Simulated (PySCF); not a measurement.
**TDDFT excited states: C5H9ClSi2**

Species: C₅H₉ClSi₂.
Structure used (PBE0-D3(BJ)/def2-SVP), in Å, numbered top down from 1:
```
atom  x, y, z in Å
Si1   -3.6837   -0.0049   -1.1673
C2    -2.0772   -0.9577   -0.9137
Si3   -0.5461   -0.1735   -1.6386
Cl4   -0.7662   -0.1296   -3.7061
C5    -0.1041    1.5021   -0.9356
C6     1.1112    1.3655   -0.3690
C7     1.7604    0.0317   -0.4702
C8     1.0814   -0.9348   -1.1190
H9    -3.9933    0.1278   -2.6214
H10   -4.8176   -0.7110   -0.4954
H11   -3.5626    1.3637   -0.5767
H12   -2.1908   -1.9679   -1.3431
H13   -1.9018   -1.0794    0.1697
H14   -0.6633    2.4392   -0.9190
H15    1.6324    2.1779    0.1495
H16    2.7509   -0.1181   -0.0260
H17    1.4716   -1.9452   -1.2531
```

Theory: TDDFT CAM-B3LYP/def2-SVPD, vertical, gas phase, core orbitals frozen in the response (PySCF).

```json
{"state": "S1", "E (eV)": "4.25", "λ (nm)": "291.6", "f": "0.034", "main configurations (H = HOMO, L = LUMO)": "H→L (98%)"}
{"state": "S2", "E (eV)": "5.36", "λ (nm)": "231.2", "f": "0.0021", "main configurations (H = HOMO, L = LUMO)": "H-2→L (60%), H-1→L (30%)"}
{"state": "S3", "E (eV)": "5.75", "λ (nm)": "215.6", "f": "0.014", "main configurations (H = HOMO, L = LUMO)": "H-1→L (59%), H-2→L (28%)"}
{"state": "S4", "E (eV)": "6.72", "λ (nm)": "184.4", "f": "0.0003", "main configurations (H = HOMO, L = LUMO)": "H→L+2 (36%), H→L+3 (35%), H→L+1 (24%)"}
{"state": "S5", "E (eV)": "6.82", "λ (nm)": "181.7", "f": "0.087", "main configurations (H = HOMO, L = LUMO)": "H-3→L (61%), H→L+8 (15%), H-6→L (10%)"}
{"state": "S6", "E (eV)": "6.99", "λ (nm)": "177.4", "f": "0.0014", "main configurations (H = HOMO, L = LUMO)": "H-7→L (33%), H-6→L (30%)"}
{"state": "S7", "E (eV)": "7.04", "λ (nm)": "176.0", "f": "0.0061", "main configurations (H = HOMO, L = LUMO)": "H→L+1 (60%), H→L+2 (28%)"}
{"state": "S8", "E (eV)": "7.19", "λ (nm)": "172.5", "f": "0.016", "main configurations (H = HOMO, L = LUMO)": "H-4→L (46%), H-7→L (21%), H-6→L (10%)"}
{"state": "S9", "E (eV)": "7.48", "λ (nm)": "165.8", "f": "0.094", "main configurations (H = HOMO, L = LUMO)": "H→L+3 (26%), H→L+6 (16%), H→L+2 (13%)"}
{"state": "S10", "E (eV)": "7.60", "λ (nm)": "163.2", "f": "0.019", "main configurations (H = HOMO, L = LUMO)": "H→L+6 (30%), H→L+4 (22%), H-8→L (12%)"}
```

Triplets (Tamm–Dancoff): T1 2.57 eV, H→L (94%); T2 4.70 eV, H→L+8 (26%), H-3→L (23%), H-6→L (20%); T3 4.94 eV, H-2→L (59%), H-1→L (26%); T4 5.35 eV, H-1→L (54%), H-2→L (22%), H-7→L (11%).

The lowest singlet comes at 292 nm (410 kJ/mol) in the ultraviolet; it is of moderate strength; its leading configuration is HOMO→LUMO (98%). The most intense listed level is S9 at 7.48 eV (166 nm, f = 0.094), 3.23 eV above S1. Löwdin shares by element: HOMO carbon 87% or more; LUMO carbon 73% or more (atoms not listed hold the other 27%). Weighted by f, the mean energy of these states is 6.74 eV. Of the 10 states listed, 6 reach f = 0.01 and 1 stays under 0.0005. The listed states span 3.35 eV, and the widest gap between neighbours is 1.11 eV (S1 to S2). No computed singlet lies in the visible range (380 to 750 nm); the lowest, at 292 nm, stands 0.99 eV above its violet end (3.26 eV); a Tamm–Dancoff triplet lies at 482 nm, without intensity as long as spin–orbit coupling is left out. All these states lie below the vertical ionisation energy of 8.89 eV (ΔSCF). The window holds the lowest 10 singlets.

One conformer stands for the species.
